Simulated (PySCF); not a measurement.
Sr²⁺ (strontium, charge +2): UHF calculation

Configuration: [Kr], closed-shell 1S. Calculation: PySCF 2.14, in aug-cc-pVDZ-X2C; scalar relativity by spin-free X2C-1e.

```json
{
 "Total energy": "-3176.786586 hartree",
 "One-electron energy": "-4377.8713 hartree",
 "Hartree (Coulomb) energy": "1304.8438 hartree",
 "Exchange energy": "-103.7591 hartree",
 "⟨S²⟩": "0.0000",
 "⟨L²⟩": "0.000",
 "Sum of ⟨r⟩": "22.31 bohr",
 "Sum of ⟨r²⟩": "26.35 bohr²",
 "Langevin diamagnetic susceptibility": "-20.9 ×10⁻⁶ cm³/mol"
}
```

```
shell  electrons  mean orbital energy (eV)  rms radius, mean of both spins (bohr)
   1s          2                  -16211.4                                 0.0450
   2s          2                   -2275.3                                  0.187
   2p          6                   -2017.9                                  0.166
   3s          2                   -393.37                                  0.523
   3p          6                   -307.66                                  0.535
   3d         10                   -165.72                                  0.547
   4s          2                   -66.281                                   1.45
   4p          6                   -43.081                                   1.66
```

Densities and radii are taken from the X2C orbitals without a picture-change correction, which distorts them close to the nucleus.
